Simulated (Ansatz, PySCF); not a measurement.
Lewis adduct: BH3 (SMILES B) (first 4 atoms) with C2H6O (SMILES COC); geometry from B3LYP-D3(BJ)/def2-TZVP, rigid monomers moved along the line of their centres of mass till B1···O6 is 1.49 Å.
(charge 0, multiplicity 1):
| atom | x (Å) | y (Å) | z (Å) |
|---|---|---|---|
| B | 0.1492 | 0.2265 | 1.0946 |
| H | 1.2806 | 0.5130 | 0.8058 |
| H | -0.6860 | 1.0199 | 0.7503 |
| H | -0.1438 | -0.9313 | 0.9009 |
| C | -1.1553 | 0.1909 | 3.1596 |
| O | 0.1466 | 0.3788 | 2.5805 |
| C | 1.1613 | -0.4090 | 3.2249 |
| H | -1.1017 | 0.4228 | 4.2229 |
| H | -1.4841 | -0.8384 | 3.0033 |
| H | -1.8226 | 0.8766 | 2.6489 |
| H | 1.1719 | -0.1647 | 4.2867 |
| H | 2.1032 | -0.1412 | 2.7586 |
| H | 0.9565 | -1.4708 | 3.0733 |

Counterpoise-corrected where a basis set is named; no monomer relaxation.

Correlated levels freeze the cores.

Programs: Ansatz (Gaussian basis) for Hartree–Fock, density functionals and correlated methods; PySCF for the dispersion terms. Values without a source in brackets are computed.

PBE/def2-TZVPPD gives -117.7 kJ/mol for the interaction energy.

Question: Predict the shift from PBE, with its sign, for: PBE-D3(BJ)/def2-TZVPPD, r2SCAN/def2-TZVPPD, PBE0/def2-TZVPPD, wB97M-V/def2-TZVPPD, MP2/aug-cc-pVDZ, CCSD(T)/aug-cc-pVDZ.

Answer: PBE-D3(BJ)/def2-TZVPPD -9.0; r2SCAN/def2-TZVPPD -9.6; PBE0/def2-TZVPPD -6.5; wB97M-V/def2-TZVPPD -7.6; MP2/aug-cc-pVDZ 18.0; CCSD(T)/aug-cc-pVDZ 25.7 kJ/mol. 2 of 6 lie above PBE; the widest gap is to CCSD(T)/aug-cc-pVDZ.

Ansatz is a first-principles code.
